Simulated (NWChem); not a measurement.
Species: SF₃ cation; SMILES F[S+](F)F

All runs: NWChem. Medium grid unless said otherwise, to which SCAN and Minnesota functionals are sensitive. Geometry: optimised at PBE0/def2-SVP. Hybrids' shares of exact exchange are those that their runs print; pure functionals count as 0. The functionals differ in more than this share.

| row | share of exact exchange | orbital gap (eV) |
|---|---|---|
| PBE/def2-SVP | 0.00 | 7.22 |
| RPBE/def2-SVP | 0.00 | 7.25 |
| B3LYP/def2-SVP | 0.20 | 9.49 |
| PBE0/def2-SVP | 0.25 | 10.01 |
| M06/def2-SVP | 0.27 | 10.19 |
| M06-2X/def2-SVP | 0.54 | withheld |
| Hartree-Fock/def2-SVP | 1.00 | 18.69 |

### Question
Fit a straight line of the last column on the one before it, predict the withheld value, and compare with the run.

### Answer

1. Means of the 6 shown rows: x = 0.287, y = 10.475. Slope Σ(x − x̄)(y − ȳ)/Σ(x − x̄)² = 7.825/0.6823 = 11.47; intercept 7.187.
2. The shown rows scatter about the line by 0.053 (root mean square); the largest residual is -0.09, at M06/def2-SVP.
3. At x = 0.54 (M06-2X/def2-SVP; inside the shown range) the line gives 13.38.
4. The run gives 12.69, -0.69 from the line, 13.0 times the scatter.
